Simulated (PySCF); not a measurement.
Job file and geometry (Å, from GFN2-xTB) of an NMR shielding run on `O=C1[C@](C#C)(C)CSC1`, C7H8OS, GIAO PBE0/pcSseg-1 NMR shielding, non-relativistic, gas phase (PySCF 2.14.0, density-fitted response routines); density fitting, a coarse starting grid and PySCF grid level 2 are the driver's defaults:

```
$ OMP_NUM_THREADS=1 python probes_run.py task.json out

{"job": {"kind": "nmr", "xc": "PBE0", "basis": "pcSseg-1"}, "charge": 0, "multiplicity": 1}
C      0.773057     0.530711     2.494512
C      0.573511     0.151692     1.377282
C      0.299293    -0.283189     0.013912
C      1.513151    -0.999670    -0.576337
C     -0.970270    -1.126609    -0.023690
S     -2.364160     0.036170     0.166934
C     -1.473261     1.362683    -0.692359
C     -0.002835     1.017552    -0.736987
O      0.819533     1.695680    -1.284779
H      0.964540     0.842117     3.477657
H      1.292855    -1.342031    -1.585281
H      1.785260    -1.853510     0.039033
H      2.352699    -0.309879    -0.620015
H     -1.020559    -1.844503     0.791942
H     -1.070835    -1.644593    -0.979358
H     -1.853663     1.475896    -1.709909
H     -1.625314     2.303514    -0.162466
```

Q: What does the program print?

A: 
```
coarse grid: 15272 points
cycle   1  E = -744.0868530845  dE =  1.476e+00  |g| = 8.261e-01  |ddm| = 4.043e+00
cycle   2  E = -743.6610860280  dE =  4.258e-01  |g| = 1.711e+00  |ddm| = 2.446e+00
cycle   3  E = -744.2191310737  dE = -5.580e-01  |g| = 1.884e-01  |ddm| = 1.871e+00
cycle   4  E = -744.2264812966  dE = -7.350e-03  |g| = 8.295e-02  |ddm| = 2.647e-01
cycle   5  E = -744.2275566021  dE = -1.075e-03  |g| = 5.042e-02  |ddm| = 1.026e-01
cycle   6  E = -744.2281511691  dE = -5.946e-04  |g| = 7.141e-03  |ddm| = 3.934e-02
cycle   7  E = -744.2281628124  dE = -1.164e-05  |g| = 2.216e-03  |ddm| = 8.258e-03
cycle   8  E = -744.2281638070  dE = -9.946e-07  |g| = 5.617e-04  |ddm| = 2.801e-03
final grid: 144392 points
cycle   9  E = -744.2973140889  dE = -2.846e-05  |g| = 1.312e-02  |ddm| = 6.307e-02
cycle  10  E = -744.2972228783  dE =  9.121e-05  |g| = 2.529e-02  |ddm| = 3.406e-02
cycle  11  E = -744.2973480741  dE = -1.252e-04  |g| = 3.173e-03  |ddm| = 2.334e-02
cycle  12  E = -744.2973502010  dE = -2.127e-06  |g| = 5.506e-04  |ddm| = 2.708e-03
cycle  13  E = -744.2973502559  dE = -5.489e-08  |g| = 2.820e-04  |ddm| = 6.632e-04
cycle  14  E = -744.2973502744  dE = -1.849e-08  |g| = 6.607e-05  |ddm| = 3.111e-04
cycle  15  E = -744.2973502755  dE = -1.055e-09  |g| = 1.715e-05  |ddm| = 1.015e-04
cycle  16  E = -744.2973502755  dE = -7.140e-11  |g| = 3.237e-06  |ddm| = 2.295e-05
converged SCF energy = -744.2973502755

GIAO shielding tensors (ppm)
atom      isotropic    diamagn.    paramagn.     s11        s22        s33       span
  0 C      106.525     258.018    -151.492     34.965     41.717    242.893    207.928
  1 C       97.760     265.269    -167.508     -8.427      5.243    296.465    304.893
  2 C      140.938     241.118    -100.180    128.729    143.036    151.048     22.319
  3 C      162.965     242.346     -79.382    146.312    156.053    186.529     40.217
  4 C      140.818     246.578    -105.760    113.714    142.952    165.787     52.073
  5 S      570.712    1054.025    -483.313    421.052    479.491    811.595    390.543
  6 C      147.026     253.954    -106.928    124.241    146.737    170.098     45.857
  7 C      -27.365     247.489    -274.855   -107.612    -30.924     56.440    164.052
  8 O     -299.882     397.720    -697.601   -860.667   -405.729    366.751   1227.418
  9 H       29.977      34.384      -4.407     24.580     24.975     40.377     15.797
 10 H       31.044      29.153       1.891     26.450     28.610     38.072     11.621
 11 H       30.328      28.280       2.048     26.306     28.384     36.296      9.990
 12 H       29.560      28.474       1.085     25.843     27.391     35.445      9.602
 13 H       28.674      29.033      -0.359     24.624     26.955     34.441      9.817
 14 H       28.695      30.215      -1.519     21.874     29.114     35.098     13.223
 15 H       28.188      28.501      -0.313     22.274     26.894     35.396     13.122
 16 H       28.017      28.699      -0.682     23.670     25.734     34.647     10.976
```

Q: Turn these shieldings into chemical shifts. Chemical shifts δ = σref − σ; TMS for 13C (186.93 ppm) and 1H (31.72 ppm); 33S (503.73 ppm) vs CS2; H2O for 17O (336.08 ppm), all at this level.

A: Averaging equivalent atoms: C 7: 214.3; C 1: 89.2; C 0: 80.4; C 4: 46.1; C 2: 46.0; C 6: 39.9; C 3: 24.0; S 5: -67; O 8: 636.0; H 16: 3.70; H 15: 3.53; H 13: 3.04; H 14: 3.02; H 9: 1.74; H 10/11/12: 1.41 ppm. Unscaled 17O shifts of doubly bonded oxygen tend to come out too high, by tens of ppm or more. Experimental scales use liquid or dissolved standards, which lie at an offset from isolated H2O (liquid H2O: subtract about 36 ppm).

Size and cost of the density-fitted run: 200 basis functions, 36 s wall time on 1 thread of an Arm Neoverse V1, shared host; peak memory 0.95 GiB.
